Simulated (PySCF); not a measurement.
Vibration and rotation of Be₂⁺

ROHF-CCSD(T) constants of Be₂⁺, ²Σu⁺ (doublet), unpaired electrons σ ↑ (PySCF, no relativity, basis sets Be cc-pVDZ; masses 9.0122 and 9.0122 u):

- ωe: 523.6 cm⁻¹
- ωexe: 4.52 cm⁻¹
- Be: 0.73664 cm⁻¹
- αe: 0.00972 cm⁻¹
- D (centrifugal): 5.83e-06 cm⁻¹
- De to Be⁺ + Be: 1.92 eV

Task: Give the vibrational terms G(v) and spacings up to v = 6.

Result: G(v) = ωe(v+½) − ωexe(v+½)².

| v | G(v) (cm⁻¹) | G(v) − G(v−1) | Bv (cm⁻¹) |
| --- | --- | --- | --- |
| 0 | 260.7 |  | 0.7318 |
| 1 | 775.2 | 514.6 | 0.7221 |
| 2 | 1280.8 | 505.5 | 0.7123 |
| 3 | 1777.2 | 496.5 | 0.7026 |
| 4 | 2264.7 | 487.4 | 0.6929 |
| 5 | 2743.1 | 478.4 | 0.6832 |
| 6 | 3212.4 | 469.4 | 0.6735 |

Task: How well does the Morse estimate ωe²/(4ωexe) reproduce De, and what is D0?

Result: It gives 1.88 eV, 98 % of the computed De. D0 = De − G(0) = 1.92 − 0.03 = 1.89 eV.

Correlated steps freeze no core orbitals. Correlated levels converge slowly with the basis: in double zeta they bind strong bonds too weakly, by up to about 1 eV, and carry superposition errors of some tenths. The state was picked by a PBE0 search and need not be the measured ground state.
